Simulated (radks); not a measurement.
Species: Tb L. Configuration: [Ne] 3s2 3p4.

Calculated with a radial shooting solver on a logarithmic mesh with Libxc functionals: Dirac Kohn-Sham, LB94 model potential, spin-unpolarised, spherical densities, finite nucleus; open shells fill j = l - 1/2 first; Fermi nuclear charge, rms radius 5.06 fm.

Energy parts (eV):
kinetic: 284816.96
electron-nucleus: -566367.05
Hartree: 30081.64
(The LB94 potential has no energy functional, so no total or exchange-correlation energy is given.)

Orbitals (lengths in bohr, moments of r in powers of bohr):
| orbital | occ. | eigenvalue (eV) | <r> | small-component weight |
|---|---|---|---|---|
| 1s1/2 | 2 | -55379.19 | 0.02148 | 5.89e-02 |
| 2s1/2 | 2 | -11907.52 | 0.08980 | 1.33e-02 |
| 2p1/2 | 2 | -11521.32 | 0.07485 | 1.33e-02 |
| 2p3/2 | 4 | -10752.83 | 0.08156 | 1.24e-02 |
| 3s1/2 | 2 | -4687.719 | 0.2196 | 5.04e-03 |
| 3p1/2 | 2 | -4545.190 | 0.2071 | 5.01e-03 |
| 3p3/2 | 2 | -4349.158 | 0.2175 | 4.75e-03 |

The highest occupied level is 3p3/2 at -4349.2 eV. The electron density at the nucleus is 6.876e+05 e/bohr^3. Summed over all electrons, <r^2> = 0.3854 bohr^2, which gives a Langevin (diamagnetic) susceptibility term of -0.305 x 10^-6 cm^3/mol.
